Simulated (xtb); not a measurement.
Harmonic IR lines of one isomer of C$_{6}$H$_{5}$F$_{3}$OSi, unscaled. These are GFN2-xTB run with xtb values and carry that method's errors.

```tsv
wavenumber (cm⁻¹)	relative intensity
125	3.5
400	14
431	18
462	6.4
513	13
582	3.2
597	10
641	17
696	7.8
742	30
805	6.1
1020	63
1036	12
1041	46
1098	8.6
1127	45
1207	11
1239	18
1301	5.8
1356	4.3
1518	35
1597	11
1720	100
2368	62
2763	42
3073	3.0
3084	6.5
```

Which structure gives these lines?
A) `O=C[Si]1(C(F)(F)F)C=CC=C1`
B) `O=CC1=C(C(F)(F)F)C=C[SiH2]1`
C) `O=C[Si@@H]1C=CC=C1C(F)(F)F`
D) `O=CC1=CC=C[Si@@H]1C(F)(F)F`

D, `O=CC1=CC=C[Si@@H]1C(F)(F)F`
